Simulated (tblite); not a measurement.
A geometry optimisation, step by step.

Species: C4H9F3GeO.
SMILES with atom numbers: `[CH3:1][CH2:2][CH2:3][O:4][C:5]([F:6])([F:7])[GeH2:8][F:9]` (hydrogens: H10, H11, H12 on C1; H13, H14 on C2; H15, H16 on C3; H17, H18 on Ge8)

Computed with GFN2-xTB (tblite), gas phase: L-BFGS steps from a force-field or distance-geometry start until the largest atomic force falls under 0.01 eV/Å. 4 of its 72 geometries are shown.

Step 0: E = -908.5093 eV, largest atomic force 3.108 eV/Å
```
atom  x, y, z in Å  |  force x, y, z in eV/Å
C1     -3.008    0.652   -0.367   -0.932   0.127   0.136
C2     -1.599    0.445   -0.887    0.347  -0.337  -0.007
C3     -0.628    0.095    0.268   -1.622   0.515  -0.169
O4      0.659   -0.081   -0.275    1.663  -0.693   2.532
C5      1.577   -0.408    0.767   -1.293   0.241  -1.852
F6      1.663    0.620    1.683   -0.426  -0.967  -0.175
F7      1.229   -1.584    1.392   -0.193   1.044   0.208
Ge8     3.338   -0.645   -0.039    1.390   0.450  -0.331
F9      3.267   -1.959   -1.214   -0.001   0.403   0.380
H10    -3.047    1.494    0.364    0.010  -0.684  -0.545
H11    -3.687    0.899   -1.221    0.504  -0.191   0.754
H12    -3.397   -0.271    0.127    0.306   0.755  -0.354
H13    -1.252    1.367   -1.375   -0.002  -0.362   0.064
H14    -1.591   -0.389   -1.621    0.093   0.530   0.358
H15    -0.650    0.947    0.998    0.179  -0.614  -0.362
H16    -1.001   -0.830    0.772    0.392   0.483  -0.235
H17     3.759    0.663   -0.750   -0.152  -0.561   0.013
H18     4.359   -1.006    1.062   -0.264  -0.139  -0.415
```

Step 24: E = -908.9647 eV, largest atomic force 0.107 eV/Å
```
atom  x, y, z in Å  |  force x, y, z in eV/Å
C1     -3.020    0.656   -0.403    0.001  -0.001   0.004
C2     -1.589    0.439   -0.883    0.013  -0.018   0.027
C3     -0.691    0.106    0.299    0.020  -0.027   0.011
O4      0.668   -0.076   -0.159    0.022   0.010   0.029
C5      1.560   -0.390    0.774    0.025   0.017  -0.013
F6      1.597    0.549    1.783    0.023  -0.025   0.011
F7      1.255   -1.546    1.452   -0.033   0.081  -0.055
Ge8     3.395   -0.567   -0.043   -0.082   0.043   0.053
F9      3.229   -1.870   -1.173   -0.028  -0.031  -0.031
H10    -3.062    1.472    0.315    0.002   0.027  -0.026
H11    -3.670    0.896   -1.239    0.011   0.004  -0.007
H12    -3.402   -0.238    0.085    0.011  -0.022  -0.030
H13    -1.216    1.337   -1.378    0.006  -0.010   0.046
H14    -1.552   -0.377   -1.606    0.009  -0.020   0.027
H15    -0.716    0.921    1.033    0.053  -0.034  -0.025
H16    -1.016   -0.821    0.786   -0.043   0.007  -0.009
H17     3.813    0.593   -0.897   -0.027   0.016  -0.018
H18     4.410   -1.079    0.938    0.017  -0.016   0.007
```

Step 47: E = -908.9774 eV, largest atomic force 0.036 eV/Å
```
atom  x, y, z in Å  |  force x, y, z in eV/Å
C1     -2.996    0.650   -0.460   -0.001   0.003   0.016
C2     -1.543    0.425   -0.857    0.003   0.012   0.009
C3     -0.688    0.098    0.357    0.004   0.006  -0.001
O4      0.684   -0.017   -0.074    0.007  -0.023  -0.004
C5      1.573   -0.366    0.850   -0.013   0.001  -0.007
F6      1.633    0.545    1.881   -0.001   0.005  -0.004
F7      1.250   -1.530    1.495   -0.004  -0.013   0.004
Ge8     3.346   -0.552   -0.076    0.003  -0.028  -0.013
F9      3.055   -1.854   -1.192   -0.009   0.025   0.021
H10    -3.080    1.478    0.240    0.015   0.011   0.012
H11    -3.596    0.884   -1.336    0.013  -0.034   0.001
H12    -3.404   -0.239    0.015   -0.018  -0.010  -0.020
H13    -1.142    1.323   -1.329    0.007  -0.003  -0.019
H14    -1.467   -0.395   -1.572    0.002   0.021   0.005
H15    -0.755    0.894    1.108    0.001  -0.001   0.006
H16    -0.994   -0.851    0.810   -0.026   0.014  -0.002
H17     3.672    0.604   -0.974   -0.001   0.001   0.005
H18     4.443   -1.093    0.797    0.018   0.014  -0.010
```

Step 71: E = -908.9796 eV, largest atomic force 0.007 eV/Å
```
atom  x, y, z in Å  |  force x, y, z in eV/Å
C1     -2.986    0.645   -0.472    0.000   0.000  -0.001
C2     -1.526    0.436   -0.853    0.001   0.002   0.001
C3     -0.685    0.102    0.368    0.000   0.002   0.001
O4      0.685   -0.049   -0.058    0.000   0.002  -0.002
C5      1.572   -0.384    0.874   -0.006   0.000  -0.003
F6      1.630    0.544    1.890    0.003   0.001   0.001
F7      1.247   -1.537    1.535    0.001  -0.004   0.002
Ge8     3.330   -0.557   -0.082    0.005   0.000   0.000
F9      3.017   -1.852   -1.194    0.001  -0.001   0.000
H10    -3.086    1.471    0.228    0.001  -0.001   0.001
H11    -3.576    0.870   -1.357   -0.002   0.000   0.000
H12    -3.393   -0.250   -0.006    0.001  -0.002  -0.005
H13    -1.126    1.339   -1.317   -0.001   0.003   0.000
H14    -1.437   -0.378   -1.574    0.002  -0.001   0.005
H15    -0.736    0.906    1.111   -0.001   0.003   0.002
H16    -1.019   -0.834    0.828   -0.001  -0.002  -0.001
H17     3.605    0.614   -0.979   -0.001  -0.003  -0.002
H18     4.475   -1.077    0.743   -0.003   0.002   0.000
```

**Question.** Summarise the path.

**Answer.** The energy falls by 45.37 kJ/mol from step 0 to step 71; nine tenths of that is first reached at step 6. It falls at every step. The largest force goes from 3.108 to 0.007 eV/Å. Among the bonds O4–C5 changes most, from 1.427 to 1.330 Å; the atoms move by 0.181 Å rms after alignment.

What follows is the cost of the whole relaxation. The run took 0.88 s on an Arm Neoverse N1 with one thread, no GPU, shared host with 64 logical CPUs at a one-minute load of 60.
